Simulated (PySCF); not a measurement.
C5H13ClOSi2.
Atom-mapped SMILES: `[SiH3:1][O:2][SiH2:3][C@@H:4]1[CH2:5][CH2:6][C@H:7]([Cl:8])[CH2:9]1`

NICS = −σ at a ghost point: NICS(0) at the centroid of the ring atoms, NICS(1) 1 Å to either side along the normal of their mean plane, zz for the tensor component along that normal. Level: GIAO PBE0/pcSseg-1 (PySCF, non-relativistic, gas phase) on the GFN2-xTB geometry, one conformer.

Ring bond lengths (Å), with Mayer bond orders in brackets: C4–C5 1.531 (1.01), C5–C6 1.525 (1.01), C6–C7 1.524 (1.00), C7–C9 1.535 (0.97), C9–C4 1.543 (1.00).

Q: What do the NICS probes read (ppm)?

A: 
```
          ring                                            type  NICS(0)  NICS(1), two faces  NICS(1)zz, two faces  rms pucker (Å)  centre to ring atoms, mean (Å)
C4–C5–C6–C7–C9  5-membered carbocycle; formal bonds all single     -5.5         -4.2 / -4.3           -3.4 / -5.7            0.18                            1.28
```

Q: What do they say, and how far can they be read as aromaticity?

A: 
- C4–C5–C6–C7–C9: mean NICS(1)zz -4.5 ppm, shielded. C4, C5, C6, C7, C9 have four or more neighbours, so the value isn't read as a sign of a π ring current.

Q: What field does 14.1 T along the ring normal induce along that normal at the first NICS(1) probe listed for ring C4–C5–C6–C7–C9, 1 Å off the ring?

A: NICSzz × B0 = -3.4 ppm × 14.1 T = -48 μT, against the applied field.

Q: List the ring angles and the Hirshfeld charges of the ring atoms.

A: 
- C4–C5–C6–C7–C9: C4 104.1° (-0.117 e), C5 103.3° (-0.075 e), C6 103.0° (-0.076 e), C7 105.6° (+0.016 e), C9 106.4° (-0.076 e); sum 522.4° against 540° for a flat convex ring.

Q: How shielded are the nuclei of the rings and their hydrogens (means over atoms taken as equivalent)?

A: 
```json
{"atoms": "C4", "environment": "sp3 carbon bound to silicon", "σ isotropic (ppm)": "156.8"}
{"atoms": "C5", "environment": "ring CH2 carbon", "σ isotropic (ppm)": "160.5"}
{"atoms": "C6", "environment": "ring CH2 carbon", "σ isotropic (ppm)": "142.9"}
{"atoms": "C7", "environment": "sp3 C–Cl carbon", "σ isotropic (ppm)": "121.2"}
{"atoms": "C9", "environment": "ring CH2 carbon", "σ isotropic (ppm)": "143.7"}
{"atoms": "H on C4", "environment": "methine hydrogen", "σ isotropic (ppm)": "30.50"}
{"atoms": "H on C5", "environment": "methylene hydrogen", "σ isotropic (ppm)": "30.18"}
{"atoms": "H on C5", "environment": "methylene hydrogen", "σ isotropic (ppm)": "30.11"}
{"atoms": "H on C6", "environment": "methylene hydrogen", "σ isotropic (ppm)": "29.65"}
{"atoms": "H on C6", "environment": "methylene hydrogen", "σ isotropic (ppm)": "29.98"}
{"atoms": "H on C7", "environment": "methine hydrogen", "σ isotropic (ppm)": "27.24"}
{"atoms": "H on C9", "environment": "methylene hydrogen", "σ isotropic (ppm)": "29.07"}
{"atoms": "H on C9", "environment": "methylene hydrogen", "σ isotropic (ppm)": "29.60"}
```
